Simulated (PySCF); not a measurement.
# Finite-field polarisability of Cl (chlorine, neutral)

[Ne] 3s2 3p5, 2P determinant. All numbers are calculated (PySCF 2.14, no relativity, point nucleus, in dyall-av3z). Frozen: [Ne]. Energy changes in a uniform field (μhartree):

```tsv
axis	F (au)	HF	MP2	CCSD	CCSD(T)
x	0.0039	-97.621	-99.920	-99.553	-100.089
x	0.0078	-390.544	-399.755	-398.288	-400.434
y	0.0037	-98.857	-102.155	-101.703	-102.491
y	0.0074	-395.570	-408.790	-406.979	-410.140
```

By symmetry the remaining axis equals y.

Problem. Derive α along x at CCSD(T) from the two fields.

Solution. With ΔE = −αF²/2 − γF⁴/24, α = −(16 ΔE(F) − ΔE(2F))/(6F²) = 13.16 bohr³.

Problem. And the mean polarisability at each level?

Solution. The components xx, yy, zz at CCSD(T) are 13.16, 14.97, 14.97, the third axis being equal by symmetry to one of the two computed. Means: HF 13.91, MP2 14.33, CCSD 14.27, CCSD(T) 14.37 bohr³. Reference: 14.6 ± 0.1 bohr³ (recommended; Schwerdtfeger and Nagle, table of static dipole polarizabilities (2023 update)).
